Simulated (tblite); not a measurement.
Species: C4H17N3Si3.
Numbering: `[NH2:1][SiH2:2][N:3]([SiH3:4])[SiH2:5][N:6]1[CH2:7][CH2:8][CH2:9][CH2:10]1` (hydrogens: H11, H12 on N1; H13, H14 on Si2; H15, H16, H17 on Si4; H18, H19 on Si5; H20, H21 on C7; H22, H23 on C8; H24, H25 on C9; H26, H27 on C10)

Computed with GFN2-xTB (tblite), gas phase: L-BFGS steps from a force-field or distance-geometry start until the largest atomic force falls under 0.01 eV/Å.

Step 10: E = -851.4846 eV
```
atom  x, y, z in Å  |  force x, y, z in eV/Å
N1      2.7552    1.9327    0.2243   -0.044  -0.262   0.008
Si2     2.7955    0.2996   -0.3673    0.087  -0.354  -0.211
N3      1.6517   -0.8769    0.2859   -0.020   0.019  -0.161
Si4     2.2662   -2.3536    1.0111    0.072   0.154  -0.331
Si5     0.1122   -0.9872   -0.5477    0.155   0.110  -0.131
N6     -1.3803   -0.5765    0.2139    0.145   0.340   0.070
C7     -2.3915   -0.3601   -0.8243    0.059  -0.007   0.316
C8     -2.6285    1.1497   -0.7778    0.013  -0.210   0.044
C9     -2.6874    1.3722    0.7422    0.193  -0.106  -0.109
C10    -1.5644    0.4428    1.2652   -0.017  -0.009  -0.322
H11     2.8805    2.6119   -0.5083   -0.061   0.109   0.047
H12     3.3587    2.1790    0.9937   -0.105  -0.061   0.073
H13     4.1338   -0.3210   -0.1811   -0.296   0.229  -0.031
H14     2.4486    0.4404   -1.8035    0.278   0.027   0.312
H15     2.5534   -2.2703    2.4585   -0.073   0.181  -0.260
H16     3.4796   -2.6302    0.2100   -0.082  -0.143   0.343
H17     1.3101   -3.4322    0.7510    0.046   0.052   0.152
H18    -0.0987   -2.3827   -0.9779    0.006   0.123   0.016
H19     0.2457   -0.1159   -1.7445    0.065  -0.194   0.090
H20    -3.2966   -0.9246   -0.5737   -0.076   0.125   0.118
H21    -2.0312   -0.7457   -1.7797   -0.106   0.223   0.063
H22    -3.5143    1.4818   -1.3182   -0.116  -0.108   0.157
H23    -1.7638    1.6518   -1.2317   -0.096  -0.069   0.281
H24    -3.6621    1.0628    1.1415    0.202  -0.019  -0.183
H25    -2.5296    2.4113    1.0222    0.084   0.024   0.006
H26    -0.6405    1.0108    1.4555   -0.138  -0.163  -0.232
H27    -1.8220   -0.0442    2.2137   -0.175  -0.011  -0.125
```

Step 11: E = -851.5402 eV
```
atom  x, y, z in Å  |  force x, y, z in eV/Å
N1      2.7578    1.9160    0.2243   -0.119  -0.075   0.081
Si2     2.8101    0.2963   -0.3763    0.160  -0.498  -0.365
N3      1.6605   -0.8878    0.2502   -0.029  -0.087  -0.111
Si4     2.2658   -2.3557    1.0061    0.158   0.107  -0.380
Si5     0.1129   -0.9912   -0.5712    0.134   0.201  -0.099
N6     -1.3714   -0.5727    0.2073    0.148   0.427   0.072
C7     -2.3996   -0.3606   -0.8110    0.107   0.009   0.230
C8     -2.6348    1.1477   -0.7738    0.023  -0.169   0.020
C9     -2.6865    1.3768    0.7365    0.236  -0.150   0.048
C10    -1.5619    0.4495    1.2546    0.046  -0.124  -0.245
H11     2.8667    2.6174   -0.4856   -0.086   0.143  -0.098
H12     3.3359    2.1779    1.0035   -0.027  -0.100   0.219
H13     4.1551   -0.3149   -0.1682   -0.378   0.227  -0.055
H14     2.4826    0.4629   -1.8206    0.268  -0.026   0.397
H15     2.5416   -2.2305    2.4543   -0.068   0.162  -0.278
H16     3.5009   -2.6615    0.2274   -0.252  -0.069   0.401
H17     1.3157   -3.4547    0.7822    0.083   0.154   0.116
H18    -0.1292   -2.3843   -0.9901    0.055   0.111   0.009
H19     0.2477   -0.1128   -1.7667    0.063  -0.233   0.122
H20    -3.3041   -0.9202   -0.5438   -0.021   0.110   0.066
H21    -2.0407   -0.7352   -1.7664   -0.168   0.091  -0.068
H22    -3.5251    1.4753   -1.3037   -0.136  -0.067   0.057
H23    -1.7686    1.6505   -1.2181   -0.081  -0.062   0.149
H24    -3.6575    1.0626    1.1345    0.142   0.003  -0.099
H25    -2.5203    2.4113    1.0199    0.041   0.100   0.009
H26    -0.6405    1.0159    1.4609   -0.143  -0.179  -0.252
H27    -1.8329   -0.0520    2.1869   -0.156  -0.006   0.054
```

Step 12: E = -851.5968 eV
```
atom  x, y, z in Å  |  force x, y, z in eV/Å
N1      2.7602    1.8960    0.2242   -0.131   0.100   0.109
Si2     2.8292    0.2860   -0.3916    0.155  -0.384  -0.347
N3      1.6725   -0.9041    0.2032   -0.018  -0.171  -0.038
Si4     2.2673   -2.3568    0.9964    0.168   0.037  -0.301
Si5     0.1156   -0.9929   -0.5985    0.065   0.213  -0.033
N6     -1.3560   -0.5599    0.1989    0.108   0.341  -0.002
C7     -2.4058   -0.3618   -0.7936    0.105   0.027   0.049
C8     -2.6424    1.1429   -0.7694    0.008  -0.051   0.011
C9     -2.6822    1.3807    0.7311    0.198  -0.117   0.191
C10    -1.5594    0.4542    1.2426    0.099  -0.189  -0.056
H11     2.8491    2.6249   -0.4600   -0.122   0.083  -0.166
H12     3.3086    2.1748    1.0177   -0.005  -0.179   0.283
H13     4.1724   -0.3041   -0.1544   -0.324   0.147  -0.063
H14     2.5263    0.4879   -1.8324    0.220  -0.079   0.332
H15     2.5269   -2.1822    2.4452   -0.061   0.144  -0.304
H16     3.5195   -2.6977    0.2532   -0.322  -0.005   0.382
H17     1.3252   -3.4771    0.8198    0.101   0.242   0.061
H18    -0.1639   -2.3832   -1.0043    0.109   0.104   0.007
H19     0.2500   -0.1135   -1.7891    0.075  -0.208   0.069
H20    -3.3117   -0.9133   -0.5106    0.058   0.068   0.052
H21    -2.0566   -0.7246   -1.7532   -0.199  -0.052  -0.171
H22    -3.5383    1.4686   -1.2878   -0.137  -0.050  -0.026
H23    -1.7767    1.6480   -1.2028   -0.025  -0.040  -0.024
H24    -3.6490    1.0640    1.1270    0.038   0.005   0.015
H25    -2.5108    2.4123    1.0177    0.018   0.145  -0.002
H26    -0.6441    1.0181    1.4634   -0.055  -0.135  -0.210
H27    -1.8458   -0.0612    2.1604   -0.126   0.004   0.182
```

Step 13: E = -851.6403 eV
```
atom  x, y, z in Å  |  force x, y, z in eV/Å
N1      2.7614    1.8808    0.2249   -0.103   0.139   0.084
Si2     2.8464    0.2736   -0.4081    0.035  -0.086  -0.129
N3      1.6840   -0.9218    0.1609    0.014  -0.159   0.007
Si4     2.2705   -2.3570    0.9854    0.090  -0.008  -0.141
Si5     0.1190   -0.9911   -0.6200    0.000   0.132   0.042
N6     -1.3392   -0.5425    0.1904    0.028   0.131  -0.094
C7     -2.4076   -0.3629   -0.7800    0.052   0.048  -0.130
C8     -2.6490    1.1383   -0.7662   -0.011   0.079   0.030
C9     -2.6757    1.3825    0.7299    0.088  -0.035   0.221
C10    -1.5570    0.4542    1.2351    0.097  -0.161   0.117
H11     2.8325    2.6310   -0.4411   -0.139  -0.020  -0.147
H12     3.2856    2.1689    1.0328   -0.029  -0.251   0.242
H13     4.1794   -0.2926   -0.1445   -0.140   0.020  -0.041
H14     2.5654    0.5062   -1.8348    0.150  -0.098   0.119
H15     2.5141   -2.1415    2.4321   -0.048   0.134  -0.299
H16     3.5273   -2.7259    0.2800   -0.243   0.013   0.286
H17     1.3360   -3.4899    0.8509    0.078   0.266   0.007
H18    -0.1900   -2.3789   -1.0158    0.146   0.096   0.007
H19     0.2523   -0.1184   -1.8045    0.097  -0.123  -0.050
H20    -3.3155   -0.9062   -0.4851    0.124   0.017   0.076
H21    -2.0750   -0.7193   -1.7464   -0.184  -0.138  -0.196
H22    -3.5496    1.4638   -1.2766   -0.111  -0.060  -0.049
H23    -1.7849    1.6453   -1.1930    0.030  -0.011  -0.156
H24    -3.6404    1.0667    1.1230   -0.052  -0.006   0.111
H25    -2.5045    2.4147    1.0164    0.024   0.131  -0.015
H26    -0.6490    1.0163    1.4621    0.092  -0.054  -0.110
H27    -1.8562   -0.0683    2.1453   -0.083   0.003   0.209
```

Question: Estimate the geometry and energy of step 14. (The exact step hangs on the optimiser's Hessian estimate; all steps are aligned on step 13, rigid shifts and turns removed.)

Answer: E = -851.6673 eV, largest force 0.317 eV/Å
```
atom  x, y, z in Å  |  force x, y, z in eV/Å
N1      2.7606    1.8735    0.2263   -0.075   0.085   0.049
Si2     2.8569    0.2656   -0.4197   -0.106   0.144   0.121
N3      1.6926   -0.9365    0.1329    0.038  -0.066   0.006
Si4     2.2739   -2.3571    0.9772   -0.032   0.005   0.008
Si5     0.1216   -0.9879   -0.6315   -0.018   0.034   0.079
N6     -1.3275   -0.5280    0.1830   -0.046  -0.046  -0.124
C7     -2.4068   -0.3626   -0.7748   -0.012   0.066  -0.203
C8     -2.6531    1.1367   -0.7641   -0.016   0.141   0.042
C9     -2.6702    1.3830    0.7330   -0.021   0.037   0.150
C10    -1.5548    0.4509    1.2341    0.060  -0.073   0.173
H11     2.8201    2.6339   -0.4322   -0.128  -0.096  -0.076
H12     3.2710    2.1608    1.0458   -0.068  -0.273   0.146
H13     4.1797   -0.2852   -0.1395    0.043  -0.080  -0.008
H14     2.5918    0.5150   -1.8327    0.089  -0.086  -0.108
H15     2.5056   -2.1150    2.4191   -0.032   0.135  -0.247
H16     3.5259   -2.7418    0.3011   -0.065  -0.014   0.161
H17     1.3448   -3.4920    0.8693    0.016   0.219  -0.030
H18    -0.2030   -2.3735   -1.0228    0.161   0.080   0.007
H19     0.2546   -0.1242   -1.8135    0.113  -0.041  -0.151
H20    -3.3145   -0.9015   -0.4701    0.150  -0.016   0.099
H21    -2.0908   -0.7206   -1.7469   -0.144  -0.144  -0.159
H22    -3.5574    1.4613   -1.2719   -0.066  -0.072  -0.018
H23    -1.7904    1.6435   -1.1917    0.038   0.010  -0.193
H24    -3.6356    1.0693    1.1241   -0.074  -0.008   0.152
H25    -2.5016    2.4183    1.0157    0.040   0.071  -0.017
H26    -0.6512    1.0134    1.4597    0.187  -0.005  -0.017
H27    -1.8623   -0.0728    2.1429   -0.035  -0.005   0.160
```

The energy changes by -0.0270 eV. The first-order estimate −F·Δx gives -0.0385 eV and the mean of the old and new forces, exact on a quadratic surface, -0.0270 eV. The step makes an angle of 65° with the force vector and moves no atom by more than 0.033 Å.

What follows is the cost of the whole relaxation. On Intel Xeon at 2.50 GHz, one thread, shared host with 64 logical CPUs at a one-minute load of 64, this took 16 s wall, 13 s CPU.
